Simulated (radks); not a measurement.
Neutral zirconium, 40 electrons, occupied as [Kr] 4d2 5s2.

Calculated with a radial shooting solver on a logarithmic mesh with Libxc functionals: scalar-relativistic Kohn-Sham, BLYP, spin-polarised, spherical densities, finite nucleus; open shells are filled with parallel spins first (spin-orbit coupling, left out, can overturn this in heavy ions); Fermi nuclear charge, rms radius 4.2694 fm.

Energy parts (eV):
part                       energy
total                  -97934.288
kinetic                100700.326
electron-nucleus      -235801.357
Hartree                 40280.449
exchange-correlation    -3113.705

Orbitals (lengths in bohr, moments of r in powers of bohr; r(max) is where P^2 peaks; r(90%) holds 90 % of the orbital's charge):
orbital,occ.,eigenvalue (eV),<r>,<r^2>,r(max),r(90%)
1s up,1,-17827.94,0.03707,0.001853,0.02414,0.0664
1s down,1,-17827.95,0.03707,0.001853,0.02414,0.0664
2s up,1,-2469.996,0.1626,0.03117,0.1370,0.251
2s down,1,-2469.854,0.1626,0.03117,0.1370,0.251
2p up,3,-2202.925,0.1417,0.02454,0.1094,0.231
2p down,3,-2202.819,0.1417,0.02454,0.1094,0.231
3s up,1,-404.2068,0.4587,0.2412,0.4082,0.679
3s down,1,-404.1247,0.4587,0.2412,0.4082,0.679
3p up,3,-317.2375,0.4623,0.2491,0.4022,0.700
3p down,3,-317.1472,0.4623,0.2491,0.4022,0.700
3d up,5,-174.4222,0.4527,0.2480,0.3471,0.728
3d down,5,-174.2854,0.4526,0.2478,0.3472,0.728
4s up,1,-54.5742,1.214,1.673,1.078,1.77
4s down,1,-53.6731,1.210,1.662,1.075,1.77
4p up,3,-32.5782,1.372,2.162,1.180,2.04
4p down,3,-31.5568,1.367,2.151,1.175,2.04
4d up,2,-3.8036,2.267,6.406,1.608,3.74
4d down,0,-2.8211,2.386,7.261,1.610,4.02
5s up,1,-4.4893,3.675,15.46,3.089,5.48
5s down,1,-4.0002,3.816,16.72,3.177,5.72

The highest occupied level is 4d up at -3.804 eV. For comparison, the ionisation energy in NIST's Atomic Spectra Database is 6.634 eV (measured). In exact Kohn-Sham theory the highest level is minus the ionisation energy, but local and semilocal functionals leave it too shallow, through self-interaction and a potential that decays too fast; potentials with the right tail come closer. The electron density at the nucleus is 7.614e+04 e/bohr^3 (large components only). Spin moment in Bohr magnetons: 2. The density falls to 0.001 e/bohr^3 at r = 5.07 bohr.
